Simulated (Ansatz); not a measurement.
`F[SiH2]S[SiH](F)F` + `CN[SiH3]` → `CN([SiH3])[SiH2]F` + `F[SiH](F)S`  (ligand exchange at the Si–S bond)

Computed with Ansatz on PBE0-D4/def2-TZVP structures; ΔE is electronic, products minus reactants. CCSD(T)/CBS is the MP2 limit (def2-TZVPP, def2-QZVPP) plus CCSD(T) − MP2 in def2-TZVPP, frozen cores. Functionals use def2-TZVPP. B3LYP here is the variant with VWN-RPA as its local correlation; programs differ in this. Each species was taken in one conformer, which may not be the lowest.

(1) Is it downhill or uphill in electronic energy at CCSD(T)/CBS, and by how much? (Best estimate.)

(2) What do these levels give: B3LYP-D4, B2PLYP, PBE, PBE0, MP2/def2-TZVPP, SCS-MP2/def2-TZVPP, CCSD/def2-TZVPP, CCSD(T)/def2-TZVPP, MP2/def2-QZVPP, SCS-MP2/def2-QZVPP, MP2/CBS(def2), CCSD/CBS(def2)? (An estimate is asked.)

Largest T1 diagnostic among the species: 0.012.

Results:

(1) Ansatz gave: Downhill: ΔE = -12.7 kJ/mol.

(2) The calculation gave: B3LYP-D4 -10.5, B2PLYP -12.1, PBE -1.5, PBE0 -3.3, MP2/def2-TZVPP -14.7, SCS-MP2/def2-TZVPP -16.3, CCSD/def2-TZVPP -17.0, CCSD(T)/def2-TZVPP -16.7, MP2/def2-QZVPP -12.6, SCS-MP2/def2-QZVPP -14.2, MP2/CBS(def2) -10.7, CCSD/CBS(def2) -13.0 kJ/mol.
